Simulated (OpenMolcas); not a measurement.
# Multiconfigurational calculation on Zn I

Input:

```
&GATEWAY
Coord
1

Zn 0.0 0.0 0.0
Basis=ANO-RCC-VTZP
Group=XYZ
NoMove
AngMom=0.0 0.0 0.0
AMFI
&SEWARD
&RASSCF
FileOrb=start.orb
Symmetry=1
Spin=1
nActEl=2 0 0
Inactive=8 6
Ras2=1 3
CIRoot=1 1 1
SDav=7
CIMx=300
Iter=120 100
PrWF=0.3
OrbListing=Nothing
MaxOrb=0
Atom
>>> COPY $Project.JobIph JOB001
&RASSCF
FileOrb=start.orb
Symmetry=2
Spin=3
nActEl=2 0 0
Inactive=8 6
Ras2=1 3
CIRoot=3 3 1
SDav=3
CIMx=300
Iter=120 100
PrWF=0.3
OrbListing=Nothing
MaxOrb=0
Atom
>>> COPY $Project.JobIph JOB002
&RASSI
NrOfJobIphs=2 1 3
1
1 2 3
IphNames
JOB001
JOB002
EJob
SpinOrbit
DIPRint=1.0
SOCoupling=1000.0
Subsets=2
MEES
Property=10
'ANGMOM' 1 'ANGMOM' 2 'ANGMOM' 3 'MLTPL  1' 1 'MLTPL  1' 2 'MLTPL  1' 3
'AMFI' 1 'AMFI' 2 'AMFI' 3 'MLTPL  2' 6
SOProperty=3
'ANGMOM' 1 'ANGMOM' 2 'ANGMOM' 3
```

Launched by
```bash
OMP_NUM_THREADS=1 MOLCAS_MEM=2252 MOLCAS_PROJECT=a pymolcas a.inp > a.log  # once for each step of the input, in one work folder
```

A driver script runs the steps one by one and writes start.orb anew before each from the orbitals found so far.

Output, cut to the results:

```
--- SEWARD ---
Basis set label: ZN.ANO-RCC...6S5P3D2F1G.

      Electronic valence basis set:
      ------------------
      Associated Effective Charge  30.000000 au
      Associated Actual Charge     30.000000 au
      Nuclear Model: Point charge

      Shell  nPrim  nBasis  Cartesian Spherical Contaminant
         s      21       6        X
         p      15       5        X
         d      10       3                 X
         f       6       2                 X
         g       4       1                 X
                  Relativistic Douglas-Kroll-Hess integrals:
                    - DKH order of Hamiltonian: 2
                    - DKH order of Properties : 0
                  Atomic mean-field integrals
--- RASSCF ---
Wave function specifications:
      -----------------------------

      Number of closed shell electrons          28
      Number of electrons in active shells       2
      Max number of holes in RAS1 space          0
      Max nr of electrons in RAS3 space          0
      Number of inactive orbitals               14
      Number of active orbitals                  4
      Number of secondary orbitals              41
      Spin quantum number                      0.0
      State symmetry                             1
Orbital specifications:
      -----------------------

      Symmetry species                           1   2
                                                ag  au
      Frozen orbitals                            0   0
      Inactive orbitals                          8   6
      Active orbitals                            1   3
      RAS1 orbitals                              0   0
      RAS2 orbitals                              1   3
      RAS3 orbitals                              0   0
      Secondary orbitals                        21  20
      Deleted orbitals                           0   0
      Number of basis functions                 30  29
      Number of CSFs                             7
      Number of root(s) required                 1
      Iter CI   SX   CI       RASSCF       Energy    max ROT     max BLB   max BLB  Level Ln srch  Step   QN
          iter iter root      energy       change     param      element    value   shift minimum  type update
 Nr of preliminary CI iterations:   1
      Total energies have been shifted. Add                -1000.00 au
        1   1   11    1  -794.25206601    0.00E+00   1.82E-01*   4  13 1 -3.65E-02*  0.00   0.00    SX    NO
        2   1    9    1  -794.25966918   -7.60E-03*  5.99E-02    4  13 1  3.95E-02*  0.00   0.00    SX    NO
        3   1   10    1  -794.26052651   -8.57E-04*  2.50E-02    4  13 1 -4.66E-02*  0.00   0.00    SX    NO
        4   1   10    1  -794.26044409    8.24E-05*  1.26E-02    4  13 1  5.09E-02*  0.00   0.00    SX    NO
        5   1   10    1  -794.26015743    2.87E-04* -7.16E-03    4  13 1 -5.69E-02*  0.00   0.48    SX   YES
        6   1    9    1  -794.26158421   -1.43E-03*  3.10E-03    4  13 1  2.41E-02*  0.00   0.70    QN   YES
        7   1    8    1  -794.26190245   -3.18E-04*  1.87E-03    4  13 1  4.86E-04*  0.00   1.03    QN   YES
        8   1    7    1  -794.26190351   -1.06E-06*  9.17E-04    9  10 1  1.33E-04*  0.00   1.49    LS   YES
        9   1    7    1  -794.26190364   -1.28E-07*  4.28E-04    4  13 1 -3.18E-04*  0.00   1.00    QN   YES
       10   1    6    1  -794.26190372   -8.16E-08*  8.65E-05    4  13 1 -5.68E-05   0.00   1.21    QN   YES
       11   1    4    1  -794.26190373   -2.72E-09   7.70E-07    9  11 1 -7.52E-07   0.00   1.00    QN   YES
      Convergence after 11 iterations
       12   1    4    1  -794.26190373   -6.82E-13   7.70E-07    3  11 1  1.96E-07   0.00   1.00    QN   YES
      Natural orbitals and occupation numbers for root  1
      sym 1:   1.885151
      sym 2:   0.038283   0.038283   0.038283
::    RASSCF root number  1 Total energy:  -1794.26190373
--- RASSCF ---
Wave function specifications:
      -----------------------------

      Number of closed shell electrons          28
      Number of electrons in active shells       2
      Max number of holes in RAS1 space          0
      Max nr of electrons in RAS3 space          0
      Number of inactive orbitals               14
      Number of active orbitals                  4
      Number of secondary orbitals              41
      Spin quantum number                      1.0
      State symmetry                             2
Orbital specifications:
      -----------------------

...
--- RASSI ---
SPIN-FREE ENERGIES:
  (Shifted by EMIN (a.u.) =      -1794.2619037260)

 SF State       Relative EMIN(au)   Rel lowest level(eV)    D:o, cm**(-1)      L_eff

     1             0.0000000000        0.0000000000              0.0000         0.0
     2             0.1338602672        3.6425234343          29378.9328         1.0
     3             0.1338602672        3.6425234343          29378.9328         1.0
     4             0.1338602672        3.6425234343          29378.9328         1.0
     Dipole printing threshold changed to   1.00000000E+00

++ Dipole transition strengths (spin-free states):
   -----------------------------------------------
     for osc. strength at least  1.00000000E+00

  ( Max oscillator strength is only    0.0000000000000000      )
--
Eigenvalues of complex Hamiltonian:
   -----------------------------------
  (Shifted by EMIN (a.u.) =      -1794.2619037260)

 SO State       Relative EMIN(au)   Rel lowest level(eV)    D:o, cm**(-1)     J-value

     1             0.0000000000        0.0000000000              0.0000         0.0
     2             0.1323884334        3.6024727962          29055.9026         0.0
     3             0.1331243503        3.6224981153          29217.4177         0.9
     4             0.1331243503        3.6224981153          29217.4177         0.7
     5             0.1331243503        3.6224981153          29217.4177         0.7
     6             0.1345961841        3.6625487534          29540.4479         1.2
     7             0.1345961841        3.6625487534          29540.4479         1.8
     8             0.1345961841        3.6625487534          29540.4479         1.1
     9             0.1345961841        3.6625487534          29540.4479         1.8
    10             0.1345961841        3.6625487534          29540.4479         1.8
Weights of the five most important spin-orbit-free states for each spin-orbit state.

...
```

The J values that RASSI prints are effective ones from its own formula and need not be integers or half-integers; the table below assigns J from the states.

Levels above the lowest, from the spin-orbit matrix, grouped by J:

```json
{"Configuration": "4s²", "Term": "¹S", "J": "0", "E (cm⁻¹)": "0.0", "Measured (cm⁻¹)": "0.0", "Term weight %": "100"}
{"Configuration": "4s 4p", "Term": "³P°", "J": "0", "E (cm⁻¹)": "29056", "Measured (cm⁻¹)": "32311", "Term weight %": "100"}
{"Configuration": "4s 4p", "Term": "³P°", "J": "1", "E (cm⁻¹)": "29217", "Measured (cm⁻¹)": "32501", "Term weight %": "100"}
{"Configuration": "4s 4p", "Term": "³P°", "J": "2", "E (cm⁻¹)": "29540", "Measured (cm⁻¹)": "32890", "Term weight %": "100"}
```

Against the 3 measured excited levels shown (NIST Handbook of Basic Atomic Spectroscopic Data) the mean absolute deviation is 3300 cm-1; the largest miss in energy is 4s 4p ³P°₂: computed 29540, measured 32890 cm⁻¹ (-10.2 %).

Without dynamic correlation excited terms often stand tens of per cent too high (terms of higher spin than the ground term too low), and those without a measured partner can miss by more than the paired ones. Computed and measured levels are paired by configuration, term and J; levels that our copy of the source lacks, or whose pairing is in doubt (as where it misses far off the trend of its configuration), stay unpaired and out of the deviations. Levels of configurations outside the active space are missing. The first state left out of the spin-orbit step lies near 68000 cm-1 above the lowest spin-free state of the reference (among the parities and spins computed), and the list stops at four fifths of that energy or lower.

The RASSCF and RASSI steps took 8.2 s on 1 thread of AMD EPYC 9R14 (Zen 4), on a shared host; the integral step is not counted.

The term weight is that of the spin-free term in the level, not the purity of its configuration. ° marks odd parity.
